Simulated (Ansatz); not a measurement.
Stepwise reaction of `[OH][W]([OH])([OH])([F])([F])[Cl]` with hydrogen chloride, as a gas-phase model of exchange steps in deposition or etching. ΔE in kJ/mol; ΔG adds harmonic PBE0-D4 terms to CCSD(T)/CBS, at 1 bar.

Isolated molecules relaxed with PBE0-D4/def2-TZVP in Ansatz; ΔE leaves out vibrations. CCSD(T)/CBS is the MP2 limit (def2-TZVPP, def2-QZVPP) plus CCSD(T) − MP2 in def2-TZVPP, frozen cores. This one scheme is used for every species. Functionals use def2-TZVPP. B3LYP here is the variant with VWN-RPA as its local correlation; programs differ in this. def2 core potentials past Kr. For W outer-core shells are correlated without core-valence functions, which leaves a few kJ/mol of doubt a bond. Each species was taken in one conformer, which may not be the lowest.

```json
{"step": "1", "reaction": "`[OH][W]([OH])([OH])([F])([F])[Cl]` + HCl → `[OH][W]([OH])([OH])([F])([Cl])[Cl]` + H–F", "PBE-D4": "25.1", "B3LYP-D4": "28.5", "ωB97M-V": "35.8", "CCSD(T)/CBS": "21.9", "ΔG(400 K)": "24.6"}
```

Problem. Give the row of step 2, `[OH][W]([OH])([OH])([F])([Cl])[Cl]` + HCl → `[OH][W]([OH])([OH])([Cl])([Cl])[Cl]` + H–F. (Estimate.)

Solution. The calculation gave: 
```csv
step,reaction,PBE-D4,B3LYP-D4,ωB97M-V,CCSD(T)/CBS,ΔG(400 K)
2,`[OH][W]([OH])([OH])([F])([Cl])[Cl]` + HCl → `[OH][W]([OH])([OH])([Cl])([Cl])[Cl]` + H–F,19.9,25.8,29.3,12.4,20.4
```

Problem. By hand: ΔE of the 2 steps together at CCSD(T)/CBS.

Solution. (21.9) + (12.4) = 34.3 kJ/mol, or 17.1 kJ/mol a step.

In ΔE each step is lower than the one before. All are uphill at CCSD(T)/CBS. ΔG lies between 20.4 and 24.6 kJ/mol a step. PBE-D4 differs from CCSD(T)/CBS by 3.2 to 7.5 kJ/mol a step. Isolated molecules leave out the surface, adducts and barriers. Largest T1 diagnostic: 0.022.
